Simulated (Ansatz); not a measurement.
Zn₆O₁₀H₈. Total charge 0; triplet. Geometry PBE-D4/def2-SVP, that of the neutral singlet; atoms count from 1.

```xyz
24

Zn    0.5704   -0.6840   -1.6373
Zn   -0.5223    1.6197    1.6156
Zn    0.4249   -1.0626    1.9364
Zn    1.9072    0.7732    0.3825
Zn   -1.5456    1.0656   -0.9571
Zn   -1.9040   -0.8710    1.1100
O     0.0284   -2.4720   -1.4154
O    -0.6276    0.6327   -2.6269
O    -0.7417   -2.4725    1.1968
O    -0.0202    0.1827    0.0978
O     2.4037    0.1738   -1.4107
O     2.3029   -0.5771    1.8245
O    -2.9725   -0.2295   -0.3807
O    -1.6493    2.5944    0.2767
O    -1.0676    0.0824    2.6271
O     1.3439    2.3489    1.4353
H     0.6783   -3.1478   -1.6761
H    -1.1823    0.2447   -3.3280
H    -0.4430   -2.6130    0.2370
H     2.5280    0.8966   -2.0538
H     2.8751   -1.3125    1.5375
H    -3.0516   -0.9541   -1.0311
H    -1.1714    3.3848   -0.0368
H     1.8363    2.3967    2.2765
```

Single mean-field runs in def2-TZVP are fitted with def2-universal-jkfit. At PBE0-D4/def2-TZVP a singlet of charge 0 lies 3.97 eV below the triplet at the same geometry.

Q: Estimate the Mulliken populations from the PBE0/def2-TZVP orbitals of Ansatz.

A: 
```csv
atom,charge (e),spin (α − β),d electrons
Zn1,0.74,0.05,10.06
Zn2,0.61,0.26,10.05
Zn3,0.65,0.19,10.04
Zn4,0.75,0.09,10.07
Zn5,0.74,0.11,10.07
Zn6,0.64,0.23,10.04
O7,-0.78,0.01,–
O8,-0.71,0.01,–
O9,-0.66,0.04,–
O10,-0.87,0.23,–
O11,-0.70,0.02,–
O12,-0.68,-0.02,–
O13,-0.67,-0.01,–
O14,-0.68,-0.02,–
O15,-0.38,0.70,–
O16,-0.67,-0.02,–
H17,0.32,0.00,–
H18,0.34,0.01,–
H19,0.38,0.01,–
H20,0.34,0.01,–
H21,0.33,0.02,–
H22,0.32,0.02,–
H23,0.32,0.02,–
H24,0.33,0.02,–
```
Mulliken values depend strongly on the basis.

Q: Where does the spin sit?

A: Summed by element: Zn 0.94, O 0.94, H 0.12, of 2 unpaired in all. Largest on single atoms: O15 0.70, Zn2 0.26, Zn6 0.23.

Q: And the Mayer bond orders between heavy atoms (over 0.3)?

A: Zn1–O7 0.76 (1.88 Å); Zn1–O8 0.44 (2.04 Å); Zn1–O11 0.49 (2.04 Å); Zn2–O14 0.50 (2.00 Å); Zn2–O15 0.49 (1.92 Å); Zn2–O16 0.46 (2.01 Å); Zn3–O9 0.57 (1.97 Å); Zn3–O12 0.54 (1.94 Å); Zn3–O15 0.38 (2.00 Å); Zn4–O11 0.52 (1.95 Å); Zn4–O12 0.46 (2.01 Å); Zn4–O16 0.57 (1.98 Å); Zn5–O8 0.56 (1.95 Å); Zn5–O13 0.47 (2.01 Å); Zn5–O14 0.51 (1.97 Å); Zn6–O9 0.56 (1.98 Å); Zn6–O13 0.56 (1.94 Å); Zn6–O15 0.40 (1.98 Å).
